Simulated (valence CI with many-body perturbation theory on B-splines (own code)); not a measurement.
**Level structure of Ne5+**

Level of theory: relativistic CI+MBPT: three valence electrons over a frozen Dirac-Fock core [He], radial functions for each j: 11 s, 11 p, 9 d, 7 f, 5 g, 2 h, 1 i, with the one-electron correlation potential Σ1 (screened to all orders), the two-electron term Σ2, the three-electron term Σ3, Breit, model QED; selected single and double excitations, second order for the rest, scaled by the run's own slope (own B-spline code, finite nucleus).

Set against measurement, 28 paired levels are off by 163 cm⁻¹ on average, the worst by 445. These come from a selection out of NIST levels in Podobedova, Fuhr, Reader and Wiese, J. Phys. Chem. Ref. Data 33, 525 (2004). Levels without a partner in it may be off by more. 2 measured levels below the end of the list, from 983000 cm⁻¹ on, found no clear computed partner, and computed levels of the same name lie up to 9623 cm⁻¹ from them.

Levels 46 to 72 of 72, with energies above the lowest level, 2s2 2p 2P°_1/2. "Leading %" is the weight of the configuration and term that name the level; weights of strongly mixed levels are sums over their largest components and can fall short. Lifetimes count E1, E2, E3, M1 and M2 decay at the calculated energies, and are blank where another channel may lead or the interval is too uncertain; long ones can be off by a factor of two.

```tsv
No.	Configuration	Term	J	E (eV)	Leading %	Lifetime	g
46	2s 2p 3d	4D°	7/2	114.87	98	4.39 ps	1.429
47	2s 2p 3d	2D°	3/2	115.04	97	12.2 ps	0.801
48	2s 2p 3d	2D°	5/2	115.06	97	12.1 ps	1.203
49	2s 2p 3d	4P°	5/2	115.54	97	8.02 ps	1.597
50	2s 2p 3d	4P°	3/2	115.58	97	8.00 ps	1.731
51	2s 2p 3d	4P°	1/2	115.61	98	8.01 ps	2.666
52	2s 2p 3s	2P°	1/2	116.58	89	15.9 ps	0.665
53	2s 2p 3s	2P°	3/2	116.58	89	15.5 ps	1.334
54	2s 2p 3d	2F°	5/2	117.27	98	7.02 ps	0.857
55	2s 2p 3d	2F°	7/2	117.37	98	6.93 ps	1.143
56	2s 2p 3d	2P°	3/2	118.05	91	11.5 ps	1.334
57	2s 2p 3d	2P°	1/2	118.11	92	11.2 ps	0.666
58	2s2 4s	2S	1/2	121.02	67	26.9 ps	2.002
59	2s 2p 3p	2D	3/2	122.27	92	87.5 ps	0.801
60	2s 2p 3p	2D	5/2	122.29	92	86.4 ps	1.200
61	2s 2p 3p	2P	1/2	122.51	89	33.6 ps	0.666
62	2s 2p 3p	2P	3/2	122.54	89	33.5 ps	1.332
63	2s2 4p	2P°	1/2	124.25	89	121 ps	0.666
64	2s2 4p	2P°	3/2	124.27	89	122 ps	1.334
65	2s 2p 3p	2S	1/2	124.43	66	250 ps	2.002
66	2s 2p 3d	2F°	7/2	125.57	50	16.8 ps	1.143
67	2s 2p 3d	2F°	5/2	125.57	50	16.4 ps	0.857
68	2s2 4d	2D	3/2	126.35	93	17.0 ps	0.799
69	2s2 4d	2D	5/2	126.35	93	17.0 ps	1.200
70	2p2 3s	4P	1/2	126.72	98	45.8 ps	2.670
71	2p2 3s	4P	3/2	126.77	98	45.6 ps	1.734
72	2p2 3s	4P	5/2	126.86	98	45.4 ps	1.601
```

Names give the largest LS component (configuration and term), which can be under half, so a name can repeat, a term be missing and a line seem to break the LS rules; names also repeat where a configuration has a term twice.
